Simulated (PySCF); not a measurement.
Sn(H)4 cation (H₄Sn), SMILES [SnH4] (connectivity only; charge and spin as stated), charge +1, multiplicity 2. Atoms are numbered in the order given.

```xyz
5

Sn     0.0000     0.0000     0.0000
H     -1.1528     1.1528    -0.5879
H      1.1528    -1.1528    -0.5879
H     -1.1528    -1.1528     0.5879
H      1.1528     1.1528     0.5879
```
Charge +1, spin multiplicity 2.

The structure is a stationary point at B3LYP-D3(BJ)/def2-TZVPD. A frequency run showed that this geometry is not a minimum. The multiplicity is an assumed one; other spin states were not compared. The isomer is the one that the SMILES or the coordinates give; other isomers of the formula were not compared. The def2 effective core potentials stand for the cores of Sn; spin–orbit coupling is left out.

Calculation: ωB97X/def2-TZVPD (PySCF).

Mulliken values depend strongly on the basis, most of all with diffuse functions as here. ESP charges are fitted to the potential on shells at 1.4 to 2.0 van der Waals radii. Atomic charges (e):

| atom | Mulliken | ESP fit | Mulliken spin |
|---|---|---|---|
| Sn1 | 0.46 | [?] | 0.26 |
| H2 | 0.14 | [?] | 0.18 |
| H3 | 0.14 | [?] | 0.18 |
| H4 | 0.14 | [?] | 0.18 |
| H5 | 0.14 | [?] | 0.18 |

Problem. Complete the blanks. (An estimate is asked for; the answer gives what the named calculation found.)

Solution. 
- Sn1, ESP fit: 0.70
- H2, ESP fit: 0.07
- H3, ESP fit: 0.07
- H4, ESP fit: 0.07
- H5, ESP fit: 0.07
